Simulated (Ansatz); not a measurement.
Ansatz results at the PBE0-D4/def2-TZVP geometry: vertical ionisation energy (CCSD(T)/def2-TZVPP) 9.96 eV; size of the dipole moment (ωB97M-V/def2-TZVPP) 1.95 D; LUMO energy (B3LYP/def2-TZVPP) -1.34 eV.

Problem. Which molecule gave them?
A. `C[O][Mg][NH2]`
B. `C[O][Mg][OH]`
C. `[CH3][Mg][F]`
D. `[NH2][Mg][SH]`

Solution. C. The others give `C[O][Mg][NH2]`: 8.82, 0.62, -1.20; `[NH2][Mg][SH]`: 8.95, 1.87, -1.39; `C[O][Mg][OH]`: 9.74, 0.76, -1.38.

B3LYP here is the variant with VWN-RPA as its local correlation; programs differ in this.
